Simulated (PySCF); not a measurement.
**Vertical excitation energies**

ZrI₄ (singlet state).
Geometry (PBE0-D3(BJ)/def2-SVP, Å), atoms numbered from 1 in this order:
```xyz
5
ZrI4 angstrom
Zr     0.0161   -0.0177   -0.0157
I     -0.0291   -0.0498    2.6603
I      2.5567   -0.0573   -0.8631
I     -1.2037    2.1935   -0.9048
I     -1.2653   -2.1792   -0.9388
```

Level of theory: TDDFT B3LYP/def2-SVPD, vertical, gas phase, core orbitals frozen in the response, def2 core potentials past Kr (PySCF 2.14.0, density-fitted response routines). Spin–orbit coupling is left out.

```
state  E (eV)  E (hartree)       f  symmetry                          main configurations (H = HOMO, L = LUMO)
   S1    3.51       0.1290  0.0000         –                                            H-2/H-1/H→L/L+1 (≥84%)
   S2    3.51       0.1291  0.0000         –                                            H-2/H-1/H→L/L+1 (≥82%)
   S3    3.51       0.1291  0.0000         –                                            H-2/H-1/H→L/L+1 (≥85%)
   S4    3.69       0.1357   0.028        T2                                            H-2/H-1/H→L/L+1 (≥74%)
   S5    3.69       0.1358   0.029        T2                                            H-2/H-1/H→L/L+1 (≥79%)
   S6    3.69       0.1358   0.029        T2                                            H-2/H-1/H→L/L+1 (≥76%)
   S7    4.09       0.1502  0.0000         –  H-2/H-1/H→L+2 (≥33%), H-2/H-1/H→L+3 (≥25%), H-2/H-1/H→L+4 (≥24%)
   S8    4.11       0.1509  0.0000         –      H-2/H-1/H→L+2 (≥25%), H-3→L/L+1 (≥25%), H-2/H-1/H→L+3 (≥25%)
   S9    4.11       0.1510  0.0000         –      H-2/H-1/H→L+4 (≥32%), H-4→L/L+1 (≥31%), H-2/H-1/H→L+2 (≥21%)
  S10    4.11       0.1511  0.0000         –      H-2/H-1/H→L+3 (≥29%), H-2/H-1/H→L+4 (≥25%), H-5→L/L+1 (≥23%)
```

Triplets, Tamm–Dancoff:

```json
{"state": "T1", "E (eV)": "3.35", "λ (nm)": "370.0", "main configurations (H = HOMO, L = LUMO)": "H-2/H-1/H→L/L+1 (≥83%)"}
{"state": "T2", "E (eV)": "3.35", "λ (nm)": "369.7", "main configurations (H = HOMO, L = LUMO)": "H-2/H-1/H→L/L+1 (≥84%)"}
{"state": "T3", "E (eV)": "3.36", "λ (nm)": "369.4", "main configurations (H = HOMO, L = LUMO)": "H-2/H-1/H→L/L+1 (≥78%)"}
```

The lowest singlet level (S1/S2/S3) lies at 3.51 eV (353 nm, ultraviolet) and is dark (f under 0.0005). The strongest level in the table is S4/S5/S6 at 3.69 eV (336 nm, f = 0.086 summed). S1/S2/S3, S4/S5/S6 and S8/S9/S10 lie within about 0.01 eV of each other in each set; the point group Td has degenerate representations, and within a degenerate level the listed configurations can mix freely. For S1 the Löwdin share of zirconium is at most 4% in HOMO and 70% in LUMO (ligand-to-metal charge transfer by this measure). The listed states span 0.60 eV, and the widest gap between neighbours is 0.39 eV (S6 to S7). Weighted by f, the mean energy of these states is 3.69 eV. No computed singlet lies in the visible range (380 to 750 nm); the lowest, at 353 nm, stands 0.25 eV above its violet end (3.26 eV). All these states lie below the vertical ionisation energy of 9.32 eV (ΔSCF). Symmetry labels in Td follow from the direction of the transition dipole and are given only for states with f of 0.002 or more. Orbitals of the list HOMO-3 to LUMO+2 that lie within 0.01 eV of each other are written together with a slash and their weights summed (≥ marks a lower bound); for degenerate orbitals outside that list single weights are arbitrary. The window holds the lowest 10 singlets.

Hardware: one thread of an Intel Xeon Platinum 8259CL at 2.50 GHz, no GPU, shared host with 96 logical CPUs at a one-minute load of 54. Cost: 2.4 min of wall time (grids of density and orbitals included), 0.85 GiB resident at most.
